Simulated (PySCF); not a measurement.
# Mayer bond orders and bond lengths

Species: C6H10ClFSi.
Atom-mapped SMILES: `[CH2:1]=[C:2]1[CH2:3][C@@H:4]([CH2:5][Cl:6])[C@@H:7]([F:8])[SiH2:9]1` (hydrogens: H10, H11 on C1; H12, H13 on C3; H14 on C4; H15, H16 on C5; H17 on C7; H18, H19 on Si9)

Structure used (GFN2-xTB), in Å, numbered top down from 1:
```
atom  x, y, z in Å
C1     2.419   -0.673    0.594
C2     1.332   -0.104    0.092
C3     0.395   -0.817   -0.853
C4    -1.024   -0.273   -0.656
C5    -1.621   -0.768    0.655
Cl6   -1.891   -2.528    0.606
C7    -0.902    1.257   -0.622
F8    -2.059    1.838   -0.127
Si9    0.673    1.634    0.421
H10    3.080   -0.141    1.255
H11    2.697   -1.690    0.359
H12    0.713   -0.617   -1.880
H13    0.418   -1.896   -0.701
H14   -1.676   -0.594   -1.475
H15   -0.946   -0.572    1.490
H16   -2.589   -0.305    0.845
H17   -0.812    1.635   -1.647
H18    0.325    1.913    1.813
H19    1.459    2.712   -0.179
```

Bond orders from the PBE0/pcSseg-1 density (PySCF). Isolated species at its GFN2-xTB geometry (one conformer only).

Q: Where do the orders between heavy atoms depart from those drawn in the SMILES?

A: The largest departure is 0.162, at C7–F8 (drawn single, 0.838). Drawn single, order below 0.88: C7–F8 (0.838), C7–Si9 (0.860) and Si9–C2 (0.863).

Q: Give the Mayer order of every bond, beside its length.

A: 
```tsv
bond	drawn as	length (Å)	Mayer order
C1–C2	double	1.325	2.006
C2–C3	single	1.510	0.985
C3–C4	single	1.532	1.008
C4–C5	single	1.524	0.972
C5–Cl6	single	1.781	0.986
C4–C7	single	1.536	0.984
C7–F8	single	1.387	0.838
C7–Si9	single	1.926	0.860
Si9–C2	single	1.888	0.863
C1–H10	single	1.077	0.952
C1–H11	single	1.080	0.945
C3–H12	single	1.094	0.937
C3–H13	single	1.091	0.935
C4–H14	single	1.095	0.938
C5–H15	single	1.091	0.915
C5–H16	single	1.090	0.936
C7–H17	single	1.096	0.942
Si9–H18	single	1.461	0.959
Si9–H19	single	1.463	0.950
```

By pair of heavy elements: C–C: lowest C4–C5 (0.972, 1.524 Å), highest C1–C2 (2.006, 1.325 Å); in 2 of the 10 pairs the longer bond (by over 0.003 Å) has the higher order (by 0.02 or more). C–Si: all 2 within 0.02 of one another (0.860 to 0.863).

Q: Sum the orders of all bonds at each heavy atom with more than one neighbour and set the sums beside the valence in the SMILES.

A: C1 3.903 (drawn 4), C2 3.854 (drawn 4), C3 3.865 (drawn 4), C4 3.902 (drawn 4), C5 3.809 (drawn 4), C7 3.624 (drawn 4), Si9 3.632 (drawn 4). Orders between atoms that aren't bonded are not in these sums.

Mayer orders depend on the basis set.

The run behind these numbers computed NMR shieldings as well. The run took 54 s of wall time (grids of density and orbitals included) on an Arm Neoverse V2 with one thread, on a shared host, and the process peaked at 1.1 GiB of memory.
